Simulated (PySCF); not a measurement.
## $^{19}$F shieldings along a series

GIAO PBE0/pcSseg-1 on GFN2-xTB geometries (PySCF 2.14, gas phase, non-relativistic):

| SMILES | Hirshfeld charge (e) of F | σ(F) (ppm) |
| --- | --- | --- |
| Cc1c(F)cnn1[SiH3] | -0.090 | 362.5 |
| CCc1nn([SiH3])c(C)c1F | -0.086 | 365.6 |
| Fc1cnn([SiH3])c1 | -0.089 | 361.7 |
| C[SiH2]c1c(F)cnn1[SiH3] | -0.084 | 350.3 |
| C[SiH2]n1ncc(F)c1C | -0.092 | 363.6 |
| Cc1c(F)cnn1[SiH2]N | -0.091 | 363.7 |
| Fc1cnn([SiH3])c1[SiH3] | -0.082 | 346.8 |
| Cc1c(F)cnn1[SiH2]C[SiH3] | -0.091 | 364.4 |
| Cc1c(CF)cnn1[SiH3] | -0.129 | 415.8 |
| CCCc1c(F)cnn1[SiH3] | -0.087 | 361.8 |
| C#C[SiH2]n1ncc(F)c1C | -0.090 | 362.8 |

(1) Fit σ(F) as a line in the Hirshfeld charge of F. How well does it hold?

(2) A further member, `CCc1c(F)cnn1[SiH3]`, has x = -0.090. What does the line predict, and what does the calculation give?

Answers

(1) σ = 239.2 − 1372.2 x, with x in e; correlation -0.98, rms deviation 3.4 ppm, largest 8.3 ppm at `CCc1nn([SiH3])c(C)c1F`. A charge says how many electrons sit at the atom, not how easily they circulate, so such a line holds only within like compounds.

(2) The line gives 362.7 ppm; the calculation 363.1 ppm, a difference of 0.4 ppm, within the usual scatter of the fit.
